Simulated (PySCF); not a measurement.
Two species compared at the same levels of theory.

First species: C₅H₁₃NSSi₂.
SMILES: `C([SiH2]S[Si](C)(C)NC)#C`

Second species: C7H13NSSi.
Numbering: `[CH:1]#[C:2][CH2:3][C@H:4]([CH2:5][C:6]([CH3:7])=[S:8])[NH:9][SiH3:10]` (hydrogens: H11 on C1; H12, H13 on C3; H14 on C4; H15, H16 on C5; H17, H18, H19 on C7; H20 on N9; H21, H22, H23 on Si10)

Levels: PBE0/pcSseg-1 for dipole moment, HOMO energy, LUMO energy and HOMO–LUMO gap; GFN2-xTB for rotational constant A and rotational constant C. Geometries: GFN2-xTB. Each structure is a single optimised conformer of the isolated species, non-relativistic unless stated; the electronic structure was computed with PySCF and density fitting.

The conformers computed, where there is a choice (atom-mapped SMILES and torsion angles):
- `[CH:1]#[C:2][SiH2:3][S:4][Si:5]([CH3:6])([CH3:7])[NH:8][CH3:9]`: C2–Si3–S4–Si5 -71°, Si3–S4–Si5–C6 53°, S4–Si5–N8–C9 -63°
- `[CH:1]#[C:2][CH2:3][C@H:4]([CH2:5][C:6]([CH3:7])=[S:8])[NH:9][SiH3:10]`: C2–C3–C4–C5 59°, C3–C4–C5–C6 60°, C4–C5–C6–C7 -112°, C3–C4–N9–Si10 -151°

| property | column X | column Y |
| --- | --- | --- |
| dipole moment | 2.87 D | 1.61 D |
| HOMO energy | -6.30 eV | -6.86 eV |
| LUMO energy | -1.99 eV | -0.41 eV |
| HOMO–LUMO gap | 4.31 eV | 6.45 eV |
| rotational constant A | 1.056 GHz | 1.403 GHz |
| rotational constant C | 0.469 GHz | 0.561 GHz |

**Question.** Which column belongs to which species?

**Answer.** Column X is the second species and column Y the first. The first has 22 atoms and 94 electrons, the second 23 and 92.

**Question.** How does each property change from the first species to the second?

**Answer.** dipole moment +1.26 D; HOMO energy +0.56 eV; LUMO energy -1.58 eV; HOMO–LUMO gap -2.14 eV; rotational constant A -0.347 GHz; rotational constant C -0.092 GHz.

On the first: In atomic units the dipole is 0.63 e·bohr (1 au = 2.5417 D).

On the second: In atomic units the dipole is 1.13 e·bohr (1 au = 2.5417 D). A dipole of 2.87 D is allowed in C1, and pure rotational transitions are dipole-allowed.
